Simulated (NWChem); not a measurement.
# PbNH$_{2}$F, singlet; SMILES [F][Pb][NH2]

```xyz
5

Pb     0.2720     0.0231     0.0000
F     -0.9798    -1.6216     0.0000
N     -1.3942     1.3389     0.0000
H     -2.3433     0.9733     0.0000
H     -1.3863     2.3544     0.0000
```
Atoms are numbered in this order, from 1.

Low-valent species are run as closed-shell singlets; no triplet was tried in these runs. Structure relaxed at the PBE0/def2-SVP level. def2 effective core potentials on Pb; no spin-orbit coupling.

Symmetry labels are those of Cs in the frame above (b1 and b2, or b-type labels, depend on it).

Problem. List the 4 lowest vertical singlet excitations from PBE/def2-SVP with def2 effective core potentials on Pb, full TDDFT (NWChem).

Solution. 
| state | energy (eV) | oscillator strength | symmetry | leading excitation (squared amplitude) |
|---|---|---|---|---|
| S1 | 4.32 | 0.059 | a' | HOMO → LUMO (0.94) |
| S2 | 4.38 | 0.018 | a" | HOMO−1 → LUMO (0.92) |
| S3 | 4.77 | 0.001 | a" | HOMO → LUMO+1 (0.99) |
| S4 | 5.04 | 0.029 | a" | HOMO−2 → LUMO (0.92) |
